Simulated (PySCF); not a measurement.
C5H11FGeO.
Cartesian coordinates in Å at the PBE0-D3(BJ)/def2-SVP level; atoms count from 1:
```xyz
19
C5H11FGeO angstrom
C      2.4522   -0.2399    0.2560
O      1.2653    0.4862    0.3669
C      0.4123    0.4339   -0.7496
C     -0.6586    1.4995   -0.5477
Ge    -1.8977    0.6447    0.7267
C     -1.1378   -1.1500    0.4045
C     -0.2842   -0.9379   -0.8333
F     -1.0978   -0.9063   -1.9540
H      2.2969   -1.3350    0.2889
H      3.0906    0.0373    1.1066
H      2.9922    0.0003   -0.6803
H      0.9899    0.6033   -1.6817
H     -0.1994    2.4278   -0.1827
H     -1.1800    1.7043   -1.4926
H     -3.3756    0.7712    0.3129
H     -1.7400    1.1160    2.1830
H     -1.8785   -1.9429    0.2320
H     -0.5044   -1.4432    1.2541
H      0.4435   -1.7533   -0.9888
```

The closed-shell ground state was solved at several levels (PySCF, density fitting, gas phase). The calculation is non-relativistic and has no spin–orbit coupling, an omission that weighs most on germanium.

```
         level  basis functions  total energy (Eh)  HOMO (eV)  LUMO (eV)  gap (eV)  dipole (D)
 PBE0/pcSseg-1              215         -2448.2736      -7.58       1.14      8.72        1.90
B97-2/pcSseg-1              215         -2449.3624      -7.32       1.16      8.48        1.89
```

(1) What might CAM-B3LYP/def2-SVPD (272 basis functions) give for the same quantities?

(2) Over all these levels, which gives the widest orbital gap and which the narrowest?

(3) How far do the dipole and the HOMO energy spread over the levels?

Answers

(1) Total energy -2448.6513 Eh, HOMO -9.10 eV, LUMO 1.11 eV, gap 10.21 eV, dipole 1.84 D.

(2) CAM-B3LYP/def2-SVPD (range-separated hybrid) has the widest, 10.21 eV, and B97-2/pcSseg-1 (global hybrid, 21 % exact exchange) the narrowest, 8.48 eV. Functional and basis both differ between the two, so the spread mixes both effects.

(3) The dipole runs from 1.84 to 1.90 D (mean 1.88 D) and the HOMO from -9.10 to -7.32 eV.

One conformer stands for the species.
